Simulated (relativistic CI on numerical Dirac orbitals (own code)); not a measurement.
**V2+ in a cubic cluster: 2p photoemission with charge transfer**

Computed with a charge-transfer multiplet model of a cubic metal-ligand cluster with up to one ligand hole, Slater and spin-orbit integrals from Dirac-Coulomb-Breit ions, Slater integrals scaled by 0.9. The parameters are those of a tetrahedral site (10Dq negative, t2 hopping the larger). The ground state mixes d3 with configurations of k ligand holes L, whose averages lie at kΔ + k(k − 1)U_dd/2; a core hole lowers each added d electron by U_cd. 300 K, Lorentzian 0.6 eV and Gaussian 0.8 eV FWHM.

Atomic integrals in eV (Slater integrals scaled, ζ unscaled), ground: F2dd 8.026, F4dd 4.988, zeta_d 0.019; with the core hole: F2dd 9.811, F4dd 6.151, zeta_d 0.036, zeta_core 4.610, F2cd 5.486, G1cd 4.039, G3cd 2.292.

Cluster parameters (eV): U_dd = 5.3, U_cd = 6.3, 10Dq = -0.45, 10Dq(ligand) = 0, V(eg) = 0.8, V(t2g) = -1.36, final-state hopping factor = 1.

```csv
Case,n_d,d3,d4L,S
Δ = 6.8 eV,3.13,0.87,0.13,1.50
Δ = 7.8 eV,3.11,0.89,0.11,1.50
Δ = 8.8 eV,3.09,0.91,0.09,1.50
```

Weights, n_d and S are thermal averages at 300 K. Binding energies count from the first peak over 30 % of the highest in each spectrum, which can be another peak from case to case. The parameters are a model scan and need not match a compound or its usual spin state. Peaks in eV (height, largest 100):
- Δ = 6.8 eV: 0.0 (100), 0.7 (98), 8.2 (58), 14.9 (6)
- Δ = 7.8 eV: 0.0 (100), 0.7 (99), 3.3 (26), 8.3 (54)
- Δ = 8.8 eV: 0.0 (100), 0.6 (100), 3.6 (23), 8.2 (49)

Curve for Δ = 7.8 eV (points under 2 left out, the grid thinned):

(E (eV), Intensity): (-3.7, 2.0), (-3.2, 2.6), (-2.7, 3.6), (-2.3, 4.9), (-1.8, 8.4), (-1.3, 18.6), (-0.8, 50.6), (-0.3, 93.1), (0.1, 99.6), (0.6, 99.1), (1.1, 88.5), (1.6, 55.3), (2.1, 31.8), (2.5, 25.9), (3.0, 25.5), (3.5, 25.6), (4.0, 24.4), (4.5, 22.1), (4.9, 20.4), (5.4, 19.0), (5.9, 18.8), (6.4, 20.6), (6.9, 25.5), (7.3, 33.0), (7.8, 46.6), (8.3, 53.9), (8.8, 45.0), (9.2, 36.7), (9.7, 29.3), (10.2, 21.4), (10.7, 16.1), (11.2, 13.4), (11.6, 12.2), (12.1, 10.7), (12.6, 8.4), (13.1, 6.7), (13.6, 5.5), (14.0, 4.8), (14.5, 4.7), (15.0, 4.6), (15.5, 4.3), (16.0, 3.8), (16.4, 3.2), (16.9, 2.6), (17.4, 2.1)

For the case Δ = 7.8 eV, Δ = 7.8 eV is larger than U_dd = 5.3 eV, the Mott-Hubbard side of the Zaanen-Sawatzky-Allen scheme. With the core hole the configuration with one ligand hole lies at Δ − U_cd = 0.5, 1.5, 2.5 eV from the one without, in the order of the table; where this is negative the screened configuration lies lower, though the effective hopping of about 3.2 eV (from the holes of the mixed ground state) mixes the two strongly wherever it is as large as the gap.

With at most 1 ligand hole the space is cut while the next configuration still counts, so covalency is underestimated, and a final configuration with one more ligand hole, which can lie low, is missing from the spectra.
